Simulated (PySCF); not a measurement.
CH₃Cl₂Si, SMILES C[Si](Cl)Cl, multiplicity 2. Geometry optimised at PBE-D3(BJ)/def2-SVP. The isomer is the one that the SMILES or the coordinates give; other isomers of the formula were not compared.

Computed with PBE-D3(BJ)/def2-SVP (PySCF).

Harmonic wavenumbers (cm⁻¹): 145, 161, 173, 227, 467, 545, 682, 747, 772, 1191, 1364, 1370, 2975, 3083, 3098. Rotational constants (GHz): 4.352, 2.309, 1.620; symmetry number 1.

**Question.** Work out the zero-point energy and the ideal-gas rigid-rotor harmonic-oscillator thermochemistry at 298.15 K and 1 atm.

**Answer.** ZPE = ½ Σ hcν = ½ × 17000 cm⁻¹ = 24.30 kcal/mol. H − E(el) = 28.67 kcal/mol. Entropy in cal/(mol K): translation 40.11, rotation 27.38, vibration 11.78, spin 1.38, total 80.65. G − E(el) = 4.62 kcal/mol. Cp = 20.65 cal/(mol K). Modes under 150 cm⁻¹ make the vibrational entropy uncertain.
